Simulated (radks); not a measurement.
Question: Coherent X-ray form factor from a spherical all-electron density. All-electron calculation, scalar-relativistic Kohn-Sham, PBEsol, spin-unpolarised, spherical densities, finite nucleus; Fermi nuclear charge, rms radius of each element as measured or else 0.836 A^(1/3) + 0.57 fm. Program: a radial shooting solver on a logarithmic mesh with Libxc functionals.

sin(theta)/lambda (1/angstrom),f0 (electrons)
0.05,61.966
0.1,59.363
0.15,56.061
0.2,52.584
0.25,49.153
0.3,45.887
0.4,40.128
0.5,35.418
0.6,31.508
0.8,25.340
1,20.976
1.25,17.490
1.5,15.205
2,11.584

The species is in the configuration that NIST lists as its ground one. Which atom or ion scatters so?

Answer: The gadolinium ion Gd+, [Xe] 4f7 5d1 6s1. Extrapolating in s^2 from the first two rows gives f0(0) = 62.8, near the electron count 63; among species with that count, the fall with angle is slower the higher Z, and the table is that of Z = 64; from so few rows the species is fixed only to a neighbour or two.
